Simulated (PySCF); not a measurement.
## Working out the ionisation energy of Se

Se [Ar] 3d10 4s2 4p4 (3P) → Se⁺ [Ar] 3d10 4s2 4p3 (4S). All numbers are calculated (PySCF 2.14, the spin-free X2C one-electron Hamiltonian (Gaussian nucleus), in aug-cc-pVDZ-DK). Frozen: [Ar] 3d10. Energies in hartree (1 hartree = 27.21139 eV):

| part | Se (lower) | Se⁺ (upper) |
| --- | --- | --- |
| UHF | -2427.961290 | -2427.647810 |
| MP2 opposite-spin | -0.056566 | -0.041891 |
| MP2 same-spin | -0.018859 | -0.015492 |

What does Hartree-Fock give?

(-2427.647810) − (-2427.961290) = 0.313480 hartree = 8.530 eV.

What do MP2 and SCS-MP2 (6/5 opposite-spin, 1/3 same-spin) give?

The opposite-spin parts differ by 0.399 eV and the same-spin parts by 0.092 eV. MP2: 8.530 + (0.399) + (0.092) = 9.021 eV. SCS-MP2: 8.530 + 1.2 × (0.399) + (0.092)/3 = 9.039 eV.

Measured between the centres of the two terms (NIST): 9.635 eV, so MP2 (valence) is off by -0.614 eV.

A double-zeta basis recovers only part of the correlation energy.

What remains against the reference includes basis incompleteness, the frozen core and correlation beyond second order.
